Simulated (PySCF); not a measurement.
C₇H₁₁N₃.
Z-matrix (Å and degrees, GFN2-xTB geometry), rows numbered from 1:
```
C 
C   1  1.5295
C   2  1.4879  1  110.97
C   3  1.3809  2  129.88  1    90.47
N   4  1.3531  3  104.54  2  -178.66
C   5  1.4186  4  128.11  3  -179.37
C   6  1.5015  5  118.51  4  -143.08
C   7  1.4964  6   60.08  5  -108.00
N   5  1.3284  4  109.67  3     0.13
N   9  1.2799  5  108.90  4    -0.08
H   1  1.0884  2  110.62  3   -61.15
H   1  1.0873  2  109.97  3    58.75
H   1  1.0875  2  110.32  3   178.67
H   2  1.0909  1  109.33  3  -119.53
H   2  1.0924  1  109.82  3   120.99
H   4  1.0696  3  132.44  2     1.64
H   6  1.0829  5  112.08  4     2.41
H   7  1.0791  6  118.11  8  -109.32
H   7  1.0786  6  116.62  8   107.57
H   8  1.0788  6  118.20  7   109.27
H   8  1.0787  6  116.45  7  -107.70
```

Computed at PBE0/pcSseg-1 (PySCF, non-relativistic), with Q(14N) = 0.02044 b: N5, 14N (I = 1): χzz = -2.697 MHz, η = 0.349; N9, 14N (I = 1): χzz = -4.801 MHz, η = 0.742; N10, 14N (I = 1): χzz = -5.134 MHz, η = 0.100.

Q: Where would the pure quadrupole (NQR) lines of 14N at N5 fall for the rigid, isolated species?

A: From ν± = (3/4)|χ|(1 ± η/3) and ν0 = |χ|η/2: ν+ 2.258 MHz, ν− 1.788 MHz, ν0 0.470 MHz (pyrrole-type nitrogen).

Q: Where would the pure quadrupole (NQR) lines of 14N at N9 fall for the rigid, isolated species?

A: From ν± = (3/4)|χ|(1 ± η/3) and ν0 = |χ|η/2: ν+ 4.492 MHz, ν− 2.710 MHz, ν0 1.781 MHz (pyridine-type nitrogen).

Q: Where would the pure quadrupole (NQR) lines of 14N at N10 fall for the rigid, isolated species?

A: From ν± = (3/4)|χ|(1 ± η/3) and ν0 = |χ|η/2: ν+ 3.979 MHz, ν− 3.722 MHz, ν0 0.256 MHz (pyridine-type nitrogen).

In a crystal, neighbours and librations shift these lines. GFN2-xTB bond lengths can be off by several hundredths of an ångström, more for odd bonds, and the gradients follow them. The small basis limits the accuracy of the gradients.

One conformer stands for the species.
